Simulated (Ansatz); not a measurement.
K₃O⁺. Charge 1, multiplicity 1. Geometry relaxed at r2SCAN-D4/def2-TZVP.

```xyz
4

K     0.885   -1.675   -1.408
K     0.463   -0.038    2.314
K    -1.350    1.712   -0.906
O     0.001    0.001    0.000
```

The structure comes from a short search, and lower isomers may exist.

Task: Estimate the harmonic wavenumbers at RKS r2SCAN-D4/def2-TZVP (Ansatz, unscaled). Is this a minimum?

Result: 92, 92, 153, 209, 419, 419 cm⁻¹. Yes, no mode is imaginary beyond noise. Zero-point energy 8.3 kJ/mol. Hardware: 4 threads of Arm Neoverse V1 on a shared host. Wall time 49 s.
